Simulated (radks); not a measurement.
Lu V, configuration [Xe] 4f12.5 5d0.5 (fractional occupations, a model configuration). All-electron calculation, scalar-relativistic Kohn-Sham, PBEsol, spin-polarised, spherical densities, finite nucleus; open shells are filled with parallel spins first (spin-orbit coupling, left out, can overturn this in heavy ions); Fermi nuclear charge, rms radius 5.37 fm. Program: a radial shooting solver on a logarithmic mesh with Libxc functionals. Some entries of the table are withheld. Estimate them.

orbital  occ.  eigenvalue (Ry)  <r> (bohr)
1s down     1        -4649.113     0.01933
1s up       1        -4649.112     0.01933
2s up       1        -794.7656     0.08187
2s down     1        -794.7616     0.08187
2p up       3        -699.8857     0.07293
2p down     3        -699.8826     0.07293
3s up       1        -183.2819      0.2128
3s down     1        -183.2232      0.2127
3p up       3        -154.7997      0.2124
3p down     3        -154.7409      0.2124
3d up       5        -120.5348      0.1926
3d down     5        -120.4889      0.1925
4s up       1        -39.70374      0.4773
4s down     1        -39.59058      0.4774
4p up       3        -30.33179      0.5066
4p down     3        -30.22136      0.5067
4d up       5        -18.09518      0.5444
4d down     5        -17.98709      0.5447
5s up       1         -7.97382       1.134
5s down     1         -7.90758       1.135
5p up       3         -5.65858       1.308
5p down     3         -5.59798       1.310
4f up       7         -4.59407      0.6692
4f down   5.5         -4.49079      0.6719
5d up     0.5         -2.94497       1.783
5d down     0         -2.89266       1.788
6s up       0         -2.60367       2.600
6s down     0         -2.55937       2.601
6p up       0              (1)         (2)

Answer. 
(1) 6p up eigenvalue (Ry): -2.03078
(2) 6p up <r> (bohr): 3.052
